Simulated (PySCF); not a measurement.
Gas-phase reaction: 2 Ga(CH₃)₂NH₂ → GaNH₂ + 4 CH₂ + GaH₃.NH₃

Energies from PySCF, thermal terms from the rigid-rotor harmonic-oscillator model, ideal gas at 1 bar. † marks an energy on the PBE0/def2-TZVP geometry and frequencies; other levels use their own. MP2 and CCSD(T) freeze the core. Open shells (unrestricted): CH₂ (multiplicity 3); the rest are closed-shell singlets. Ga: all electrons, no relativistic terms. Adducts (GaH₃.NH₃) have no counterpoise correction, and HF, PBE, BLYP, B3LYP and PBE0 lack dispersion. Methyl groups turn as free rotors in Ga(CH₃)₂NH₂. Ga(CH₃)₂NH₂, GaNH₂, GaH₃.NH₃: computed as isolated molecules; such fragments, hydroxides, amides, oligomers or adducts are transient or little studied in the gas. MP2 isn't extrapolated to the basis-set limit; its ΔH°(298 K) is 1731.2 kJ in def2-SVP and 1824.8 kJ in def2-TZVPP. CCSD(T) isn't extrapolated to the basis-set limit. The harmonic model lacks anharmonicity and excited electronic states, which grow with temperature; levels with a mode under 35 cm⁻¹ are left out. Soft modes under 120 cm⁻¹ make the harmonic entropy rough for GaH₃.NH₃.

ΔH° and ΔS° at 298 K: CCSD(T)/def2-SVP† 1667 kJ, 604 J/K; HF/def2-TZVP† 1169 kJ, 604 J/K; MP2/def2-TZVPP† 1825 kJ, 604 J/K; PBE/def2-SVP 1778 kJ, 603 J/K; PBE0/def2-TZVP 1744 kJ, 604 J/K.

**Question.** With the heat capacities included, give log10 K (1 bar) at 500, 800, 1000, 1800, 2500 K from CCSD(T)/def2-SVP†, HF/def2-TZVP†, MP2/def2-TZVPP†, PBE/def2-SVP, PBE0/def2-TZVP.

**Answer.** 
```csv
T (K),CCSD(T)/def2-SVP†,HF/def2-TZVP†,MP2/def2-TZVPP†,PBE/def2-SVP,PBE0/def2-TZVP
500,-142.4,-90.4,-158.9,-154.1,-150.4
800,-76.8,-44.3,-87.1,-84.2,-81.8
1000,-55.0,-29.0,-63.3,-61.0,-59.0
1800,-16.5,-2.0,-21.1,-19.9,-18.7
2500,-3.2,7.2,-6.5,-5.8,-4.9
```
